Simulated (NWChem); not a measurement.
The numbers come from NWChem runs, not from measurements. System: AlClF2, charge 1, spin multiplicity 2, at the geometry of a parent with another charge or spin, in a state set for the comparison that need not be this species' ground state. Its SCF solution wasn't tested for a lower state. Level: UPBE/aug-cc-pVDZ.

The NWChem input:

```
start mol
memory heap 200 mb stack 900 mb global 1100 mb
charge 1
geometry units angstroms nocenter noautoz
  Al     0.000000     0.000000     0.418259
  F     -1.418292     0.000000     1.254619
  F      1.418292     0.000000     1.254619
  Cl     0.000000     0.000000    -1.648266
  symmetry group C2v
end
basis spherical
  * library aug-cc-pvdz
end
dft
  xc xpbe96 cpbe96
  odft
  mult 2
  semidirect memsize 60000000 filesize 0
  iterations 100
end
task dft energy
```

Part of the output:

```
             Northwest Computational Chemistry Package (NWChem) 7.3.0
             --------------------------------------------------------

                                NWChem Input Module
                                -------------------

 Scaling coordinates for geometry "geometry" by  1.889725989
 (inverse scale =  0.529177249)

 Turning off AUTOSYM since
 SYMMETRY directive was detected!

                             Geometry "geometry" -> ""
                             -------------------------

 Output coordinates in angstroms (scale by  1.889725989 to convert to a.u.)

  No.       Tag          Charge          X              Y              Z
 ---- ---------------- ---------- -------------- -------------- --------------
    1 Al                  13.0000     0.00000000     0.00000000     0.41825900
    2 F                    9.0000    -1.41829200     0.00000000     1.25461900
    3 F                    9.0000     1.41829200     0.00000000     1.25461900
    4 Cl                  17.0000     0.00000000     0.00000000    -1.64826600

 Effective nuclear repulsion energy (a.u.)     197.0275030858

            Nuclear Dipole moment (a.u.)
            ----------------------------
        X                 Y               Z
 ---------------- ---------------- ----------------
     0.0000000000     0.0000000000    -0.0000245664

      Symmetry information
      --------------------

 Group name             C2v
 Group number             16
 Group order               4
 No. of unique centers     3

      Symmetry unique atoms

     1    2    4


 Summary of "ao basis" -> "" (spherical)
 ------------------------------------------------------------------------------
       Tag                 Description            Shells   Functions and Types
 ---------------- ------------------------------  ------  ---------------------
 *                        aug-cc-pvdz                 on all atoms

  pbe96 is a nonlocal functional; adding pw91lda local functional.

                                 NWChem DFT Module
                                 -----------------

 Summary of "ao basis" -> "ao basis" (spherical)
 ------------------------------------------------------------------------------
       Tag                 Description            Shells   Functions and Types
 ---------------- ------------------------------  ------  ---------------------
 Al                       aug-cc-pvdz               11       27   5s4p2d
 F                        aug-cc-pvdz                9       23   4s3p2d
 Cl                       aug-cc-pvdz               11       27   5s4p2d

 Summary of "ao basis" -> "ao basis" (spherical)
 ------------------------------------------------------------------------------
       Tag                 Description            Shells   Functions and Types
 ---------------- ------------------------------  ------  ---------------------
 Al                       aug-cc-pvdz               11       27   5s4p2d
 F                        aug-cc-pvdz                9       23   4s3p2d
 Cl                       aug-cc-pvdz               11       27   5s4p2d

      Symmetry analysis of basis
      --------------------------

        a1         42
        a2         11
        b1         28
        b2         19

            General Information
            -------------------
          SCF calculation type: DFT
          Wavefunction type:  spin polarized.
          No. of atoms     :     4
          No. of electrons :    47
           Alpha electrons :    24
[...]
 Vector   23  Occ=1.000000D+00  E=-5.926976D-01  Symmetry=b2
              MO Center= -3.2D-14, -1.2D-15, -1.2D+00, r^2= 2.2D+00
   Bfn.  Coefficient  Atom+Function         Bfn.  Coefficient  Atom+Function
  ----- ------------  ---------------      ----- ------------  ---------------
    83      0.600698  4 Cl py                86      0.400087  4 Cl py
    33     -0.170447  2 F  py                56     -0.170447  3 F  py
    36     -0.107697  2 F  py                59     -0.107697  3 F  py
    19     -0.064749  1 Al d -1              10      0.034724  1 Al py
    97      0.028399  4 Cl d -1

 Vector   24  Occ=0.000000D+00  E=-5.804234D-01  Symmetry=b1
              MO Center= -1.9D-14, -5.3D-17, -5.7D-01, r^2= 3.5D+00
   Bfn.  Coefficient  Atom+Function         Bfn.  Coefficient  Atom+Function
  ----- ------------  ---------------      ----- ------------  ---------------
    82      0.526843  4 Cl px                85      0.352111  4 Cl px
    34     -0.261338  2 F  pz                57      0.261338  3 F  pz
    37     -0.177343  2 F  pz                60      0.177343  3 F  pz
    32     -0.132701  2 F  px                55     -0.132701  3 F  px
    35     -0.092726  2 F  px                58     -0.092726  3 F  px

 Vector   25  Occ=0.000000D+00  E=-3.157682D-01  Symmetry=a1
              MO Center=  4.4D-15,  7.9D-16,  1.4D-01, r^2= 3.4D+00
   Bfn.  Coefficient  Atom+Function         Bfn.  Coefficient  Atom+Function
  ----- ------------  ---------------      ----- ------------  ---------------
     4      1.093805  1 Al s                  3      0.575191  1 Al s
    84     -0.290433  4 Cl pz                87     -0.274030  4 Cl pz
    77     -0.261284  4 Cl s                 30     -0.184635  2 F  s
    53     -0.184635  3 F  s                 31     -0.174610  2 F  s
    54     -0.174610  3 F  s                 32     -0.156728  2 F  px

 Vector   26  Occ=0.000000D+00  E=-2.767719D-01  Symmetry=b2
              MO Center= -6.3D-15,  2.6D-15,  9.2D-02, r^2= 3.1D+00
   Bfn.  Coefficient  Atom+Function         Bfn.  Coefficient  Atom+Function
  ----- ------------  ---------------      ----- ------------  ---------------
    10      0.637579  1 Al py                13      0.603086  1 Al py
    83     -0.217841  4 Cl py                86     -0.184705  4 Cl py
    33     -0.178689  2 F  py                56     -0.178689  3 F  py
    36     -0.128854  2 F  py                59     -0.128854  3 F  py
    89     -0.118351  4 Cl py                19     -0.093532  1 Al d -1

   alpha - beta orbital overlaps
   -----------------------------

   alpha      1      2      3      4      5      6      7      8      9     10
    beta      1      2      3      4      5      6      7      8      9     10
 overlap   1.000  1.000  1.000  1.000  1.000  1.000  1.000  1.000  1.000  1.000

   alpha     11     12     13     14     15     16     17     18     19     20
    beta     11     12     13     14     15     16     17     18     22     20
 overlap   1.000  1.000  1.000  1.000  1.000  0.999  0.992  0.938  0.780  0.993

   alpha     21     22     23     24     25     26     27     28     29     30
    beta     19     24     21     23     25     26     27     28     29     31
 overlap   0.998  0.837  1.000  0.998  1.000  1.000  0.999  0.998  0.996  0.997

   alpha     31     32     33     34     35     36     37     38     39     40
    beta     30     32     33     34     35     36     37     38     39     40
 overlap   1.000  0.999  0.988  0.987  1.000  0.995  0.998  1.000  0.996  0.999

   alpha     41     42     43     44     45     46     47     48     49     50
    beta     41     42     43     44     45     46     47     48     49     50
 overlap   0.991  0.981  0.996  1.000  1.000  0.999  0.999  0.988  1.000  0.999

   alpha     51     52     53     54     55     56     57     58     59     60
    beta     51     52     53     54     56     55     57     58     59     60
 overlap   0.992  0.998  0.997  0.990  0.996  1.000  0.999  1.000  1.000  0.999

   alpha     61     62     63     64     65     66     67     68     69     70
    beta     61     62     63     64     65     66     67     68     69     70
 overlap   1.000  0.999  0.992  1.000  0.992  1.000  0.986  0.984  0.984  1.000

   alpha     71     72     73     74     75     76     77     78     79     80
    beta     71     72     74     73     75     76     77     78     80     79
 overlap   0.986  0.861  0.861  0.996  1.000  0.999  1.000  1.000  1.000  1.000

   alpha     81     82     83     84     85     86     87     88     89     90
    beta     81     82     83     84     85     86     87     88     89     90
 overlap   1.000  1.000  1.000  1.000  1.000  1.000  1.000  1.000  1.000  1.000

   alpha     91     92     93     94     95     96     97     98     99    100
    beta     91     92     93     94     96     95     97     98     99    100
 overlap   0.999  0.999  0.998  0.998  1.000  0.999  0.999  0.998  0.998  1.000

     --------------------------
     Expectation value of S2:
     --------------------------
      <S2> =      0.7520 (Exact =     0.7500)

 center of mass
 --------------
 x =   0.00000000 y =   0.00000000 z =   0.02493511

 moments of inertia (a.u.)
 ------------------
         569.638480585605           0.000000000000           0.000000000000
           0.000000000000         842.584019764077           0.000000000000
           0.000000000000           0.000000000000         272.945539178472

     Multipole analysis of the density
     ---------------------------------

     L   x y z        total         alpha         beta         nuclear
     -   - - -        -----         -----         ----         -------
     0   0 0 0      1.000000    -24.000000    -23.000000     48.000000

     1   1 0 0     -0.000000      0.000000     -0.000000      0.000000
     1   0 1 0     -0.000000     -0.000000     -0.000000      0.000000
     1   0 0 1     -1.076582      0.014822     -1.091380     -0.000025

     2   2 0 0    -23.260327    -78.346207    -74.215000    129.300881
     2   1 1 0     -0.000000     -0.000000     -0.000000      0.000000
     2   1 0 1      0.000000      0.000000      0.000000      0.000000
     2   0 2 0    -20.483845    -10.459087    -10.024759      0.000000
     2   0 1 1      0.000000      0.000000      0.000000      0.000000
     2   0 0 2    -17.455174   -150.261878   -141.425111    274.231815

 Task  times  cpu:        9.0s     wall:        9.0s

 Total times  cpu:        9.0s     wall:        9.0s
```
